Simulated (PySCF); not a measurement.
# Telling isomers of C$_{6}$H$_{7}$FN$_{2}$ apart by NMR

Fast rotation and ring inversion assumed for equivalent nuclei, no relativistic terms, one conformer, no solvent. Geometry from GFN2-xTB; GIAO PBE0/pcSseg-1 shieldings; PySCF.

Shifts are taken against calculated references (same method and geometry level): TMS for ¹H (31.72 ppm), ¹³C (186.93 ppm). Splittings of carbon signals by F and P are missing where no couplings were computed. Where no couplings were computed, multiplicities follow the n + 1 count of equivalent neighbours, and m marks all less simple cases (inequivalent or close neighbours, rings, F or P nearby). Shifts are as computed. Against solution values, carbons near 30 ppm lie about +3 ppm off and those near 130 ppm about +5 ppm. Of 1313 compounds with measured shifts, 239 miss one by over three times the rms of a fit or turn the order of signals round; such compounds aren't used in these exercises. OH and NH positions are gas-phase values without hydrogen bonding to other molecules.

(1) Tabulate the signals of `C=CCn1cc(F)cn1`, `Fc1ccnn1C1CC1`, `NCc1ccc(F)nc1` and their relative energies.

(2) What is the quickest way to tell C=CCn1cc(F)cn1 from Fc1ccnn1C1CC1?

(3) What is the quickest way to tell Fc1ccnn1C1CC1 from NCc1ccc(F)nc1?

(4) What is the quickest way to tell C=CCn1cc(F)cn1 from NCc1ccc(F)nc1?

Results:

(1) 
| SMILES | carbon types | δC | δH | E rel. (kcal/mol) |
| --- | --- | --- | --- | --- |
| C=CCn1cc(F)cn1 | 1×C 3×CH 2×CH2 | 161.7, 145.7, 129.3, 123.1, 118.7, 60.9 | 7.36 (m, 1H), 7.28 (m, 1H), 6.23 (m, 1H), 5.63 (m, 1H), 5.44 (m, 1H), 4.78 (d, 2H) | 35.1 |
| Fc1ccnn1C1CC1 | 1×C 3×CH 2×CH2 | 164.6, 139.9, 91.5, 29.7, 9.3 | 7.38 (m, 1H), 5.76 (m, 1H), 3.56 (m, 1H), 1.46 (m, 2H), 0.89 (m, 2H) | 34.5 |
| NCc1ccc(F)nc1 | 2×C 3×CH 1×CH2 | 173.0, 153.1, 145.5, 144.9, 114.8, 50.3 | 8.43 (m, 1H), 7.85 (m, 1H), 7.04 (m, 1H), 3.86 (s, 2H), 0.69 (br s, 2H) | 0.0 |

Energies are electronic energies at PBE0/pcSseg-1 on these geometries, without zero-point or thermal terms, each for the one conformer computed, which needn't be the lowest.

(2) Count the carbon signals: 6 against 5. The first has a terminal =CH2 carbon at 123.1 ppm, the second a three-membered-ring carbon (CH) at 29.7 ppm. Their most deshielded carbons lie at 161.7 and 164.6 ppm.

(3) Count the carbon signals: 5 against 6. The first has a three-membered-ring carbon (CH) at 29.7 ppm, the second an sp3 CH2 bonded to N, on an aromatic ring at 50.3 ppm. Their most deshielded carbons lie at 164.6 and 173.0 ppm. In the proton spectra the most deshielded non-exchanging signals are 7.38 (m, 1H) and 8.43 (m, 1H).

(4) Both give the same number of carbon signals, but DEPT or the intensities differ. The first has a terminal =CH2 carbon at 123.1 ppm, the second a substituted aromatic carbon (C) at 144.9 ppm. Their most deshielded carbons lie at 161.7 and 173.0 ppm. In the proton spectra the most deshielded non-exchanging signals are 7.36 (m, 1H) and 8.43 (m, 1H).
